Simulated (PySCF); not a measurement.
```xyz
10

N     -1.8445     0.4689     0.3081
Si    -0.6031    -0.3623    -0.5943
Si     1.6046    -0.0708     0.1864
H     -2.0151     0.1595     1.2628
H     -1.8423     1.4865     0.2783
H     -0.6774     0.1280    -2.0073
H     -0.9316    -1.8230    -0.5599
H      1.7265    -0.5507     1.6021
H      2.6047    -0.8177    -0.6447
H      1.9782     1.3816     0.1684
```

Charge 0, multiplicity 1.

Problem. Give the Mulliken and meta-Löwdin atomic charges from PySCF with PBE-D3(BJ)/def2-TZVP.

Solution. 
```tsv
atom	Mulliken (e)	meta-Löwdin (e)
N1	-0.58	-0.70
Si2	0.23	0.48
Si3	-0.01	0.11
H4	0.23	0.23
H5	0.23	0.23
H6	-0.02	-0.08
H7	-0.02	-0.08
H8	-0.02	-0.06
H9	-0.02	-0.06
H10	-0.02	-0.06
```
